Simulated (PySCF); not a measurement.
How methods differ on the excitation energy of S

S [Ne] 3s2 3p4 (3P) → S [Ne] 3s2 3p3 4s1 (5S), as a difference of total energies. Computed with PySCF 2.14 in aug-cc-pCVTZ-DK (8s7p5d3f, 75 functions), with the spin-free X2C one-electron Hamiltonian (Gaussian nucleus). Correlated levels: valence: [Ne] frozen; valence and next inner shell: 1s2 frozen; nothing frozen. The calculations carry no spin-orbit coupling.

```tsv
method	excitation energy (cm⁻¹)
UHF	49251
LDA	54914
PBE	54770
PBE0	55224
r2SCAN	56172
BLYP	55834
r2SCAN0	55922
MN15	56587
MP2 (valence)	52629
SCS-MP2 (valence)	54312
MP2 (valence and next inner shell)	52590
SCS-MP2 (valence and next inner shell)	54259
SCS-MP2 (all electrons)	54271
```

Q: Estimate what MP2 (all electrons) gives.

A: 52608 cm⁻¹, closest to MP2 (valence and next inner shell) among the rows shown.

Q: Estimate what HSE06 gives.

A: 55052 cm⁻¹, closest to LDA among the rows shown.

Errors of the correlated levels include the incompleteness of this basis and the frozen core.

The promoted electron is Rydberg-like, and one or two diffuse shells describe it only roughly, which tends to raise the upper state.

For comparison: 52428 cm⁻¹ (measured; NIST levels, between the centres of gravity of the two terms).
